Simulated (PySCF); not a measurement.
C2H7Cl2Si2 (doublet state).
Geometry (GFN2-xTB, Å), atoms numbered from 1 in this order:
```
atom  x, y, z in Å
Si1   -1.9234   -1.0012    0.4113
C2    -0.7294    0.2559   -0.2455
C3     0.2612    0.9230    0.5575
Cl4    0.4636    2.6859    0.1287
Si5    2.0401    0.1977    0.2505
Cl6    2.0066   -1.7259    0.8158
H7    -3.3028   -0.5103    0.2974
H8    -1.6088   -1.2452    1.8207
H9    -1.8028   -2.2435   -0.3585
H10   -0.7281    0.5019   -1.2974
H11    0.0262    0.9044    1.6211
H12    2.3138    0.3057   -1.1754
H13    2.9795    0.9520    1.0699
```

The hyperfine couplings belong to this conformer and change with its torsions.

Identity: `[SiH3][CH][C@H](Cl)[SiH2]Cl` [radical].

Theory: UKS B3LYP, pcH-1 on C Cl H Si, non-relativistic, mean-field spin-orbit, GIAO in PySCF 2.14.0. Geometry: GFN2-xTB, one conformer, isolated molecule. GFN2-xTB frequencies show an imaginary mode (38i cm⁻¹), so this geometry is no minimum at that level. A GFN2-xTB geometry isn't a minimum of the functional, and hyperfine couplings can be far from their values at a DFT geometry. The SCF solution wasn't tested for stability.

Question: The isotropic 29Si couplings are -121.8, +42.7 MHz. Assign them to Si1; Si5.

Answer: 
| site | a_iso (MHz) | ρ(0) (bohr⁻³) | position | distance from C2 (Å) | spin population | largest \|T\| (MHz) |
| --- | --- | --- | --- | --- | --- | --- |
| Si1 | +42.7 | -0.0481 | 1 bond from C2 | 1.85 | -0.04 | 2.3 |
| Si5 | -121.8 | +0.1372 | 2 bonds from C2 | 2.81 | +0.06 | 20.6 |

Question: The isotropic 13C couplings are +73.6, -12.1 MHz. Assign them to C2; C3.

Answer: 
```csv
site,a_iso (MHz),ρ(0) (bohr⁻³),position,distance from C2 (Å),spin population,largest |T| (MHz)
C2,+73.6,+0.0655,largest spin population,0.00,+0.93,140.0
C3,-12.1,-0.0108,1 bond from C2,1.44,-0.07,7.4
```

Question: Match the computed a_iso(1H) values -51.4, +42.3, +37.3, +27.8, -1.9 MHz (means over equivalent nuclei) with the sites H7/H8/H9; H10; H11; H12; H13.

Answer: 
```
    site  a_iso (MHz)  ρ(0) (bohr⁻³)            position  distance from C2 (Å)  bound to  spin population there  largest |T| (MHz)
H7/H8/H9        +42.3        +0.0095  β, 2 bonds from C2                  2.72       Si1                  -0.04                5.1
     H10        -51.4        -0.0115   α, 1 bond from C2                  1.08        C2                  +0.93               33.9
     H11        +37.3        +0.0083  β, 2 bonds from C2                  2.12        C3                  -0.07                8.6
     H12         -1.9        -0.0004  γ, 3 bonds from C2                  3.18       Si5                  +0.06                4.4
     H13        +27.8        +0.0062  γ, 3 bonds from C2                  4.00       Si5                  +0.06                3.0
```

ρ(0) is the spin density at the nucleus and T the dipolar tensor; a_iso includes a spin–orbit part; entries for several nuclei are means. Largest spin populations (Mulliken): C2 (+0.93), C3 (-0.07) and Si5 (+0.06). C2 is the only atom above +0.15. The positive populations add up to 1.15 and the negative ones to -0.15, together 2S = 1. The angles at C2 add up to 360.0°, so it is planar; its axial dipolar tensor and the negative coupling of its proton fit spin in a p orbital normal to that plane.

Examples of negative spin density at the nucleus (bohr⁻³): Si1 (-0.0481), H10 (-0.0115) and C3 (-0.0108).

Nuclei that the bonding pattern makes equivalent are averaged, as if the motion that swaps them (rotation, inversion, ring flip) were fast. The three 1H nuclei of mean +42.3 MHz run from 0.5 to 80.7 MHz in the frozen geometry.
